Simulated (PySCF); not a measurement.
Predicted microwave data (PBE0-D3(BJ)/def2-TZVP geometry optimisation, gas phase in PySCF 2.14.0) for one isomer of C5H3NS:

```
Rotational constants : A = 5458, B = 1834, C = 1373 MHz
Dipole components    : |μa| = 4.80 D, |μb| = 0.75 D, |μc| = 0.00 D
Inertial defect      : 0.00 u·Å²
κ                    : -0.77
```

Question: Which structure is it? (One computed conformer of each.)
A. 3-cyanothiophene (`N#CC1=CSC=C1`)
B. 2-cyanothiophene (`N#CC1=CC=CS1`)

Answer: B. It is N#Cc1cccs1, an asymmetric top, point group Cs. The candidates at the same level (rigid rotor, commonest isotopes):

| SMILES | A (MHz) | B (MHz) | C (MHz) | μa (D) | μb (D) | μc (D) | Δ (u·Å²) | point group | rotor |
| --- | --- | --- | --- | --- | --- | --- | --- | --- | --- |
| N#Cc1cccs1 | 5458 | 1834 | 1373 | 4.80 | 0.75 | 0.00 | 0.00 | Cs | asymmetric top |
| N#Cc1ccsc1 | 7188 | 1507 | 1246 | 4.31 | 0.56 | 0.00 | 0.00 | Cs | near-prolate asymmetric top |

`N#Cc1ccsc1` has A 32 % too high. In the right answer the mirror of this Cs structure is the ab plane, so μc vanishes by symmetry. No structure here is proved a minimum.
